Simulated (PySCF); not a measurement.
# Correlation energy of Ti⁵⁺ (titanium, charge +5)

Starting occupation: [Ne] 3s2 3p5, 3p1/2 with m_j = +1/2, 3p3/2 with m_j = -3/2, -1/2, +1/2, +3/2. All numbers are calculated (PySCF 2.14, X2C-1e with screened-nucleus spin-orbit coupling, Gaussian nucleus, in an even-tempered Gaussian basis (21 s from 0.2 bohr⁻², ratio 2.4; 14 p from 0.26 bohr⁻², ratio 2.4; 5 d from 2.5 bohr⁻², ratio 2.6; 5 f from 3.7 bohr⁻², ratio 2.6)). Frozen: 1s2; 15 electrons correlated; the 52 highest virtual spinors left out.

MP2 pair energies summed by pair of shells (mhartree):

| pair | energy | share (%) |
| --- | --- | --- |
| 2p1/2-2p3/2 | -86.34 | 16.7 |
| 2p3/2-2p3/2 | -81.63 | 15.8 |
| 3p3/2-3p3/2 | -67.22 | 13.0 |
| 3p3/2-3s1/2 | -38.31 | 7.4 |
| 2p3/2-2s1/2 | -37.34 | 7.2 |
| 2p3/2-3p3/2 | -33.09 | 6.4 |
| 3p1/2-3p3/2 | -32.77 | 6.3 |
| 2p1/2-2p1/2 | -20.38 | 3.9 |
| 2p1/2-2s1/2 | -19.35 | 3.7 |
| 2p1/2-3p3/2 | -18.55 | 3.6 |
| 3p1/2-3s1/2 | -13.58 | 2.6 |
| 2p3/2-3s1/2 | -12.85 | 2.5 |
| 2s1/2-2s1/2 | -10.13 | 2.0 |
| 2s1/2-3p3/2 | -9.38 | 1.8 |
| 3s1/2-3s1/2 | -9.33 | 1.8 |
| 2p3/2-3p1/2 | -9.01 | 1.7 |
| 2p1/2-3s1/2 | -6.97 | 1.3 |
| 2s1/2-3s1/2 | -4.27 | 0.8 |
| 2p1/2-3p1/2 | -3.95 | 0.8 |
| 2s1/2-3p1/2 | -2.36 | 0.5 |

Total MP2 correlation energy: -516.80 mhartree.
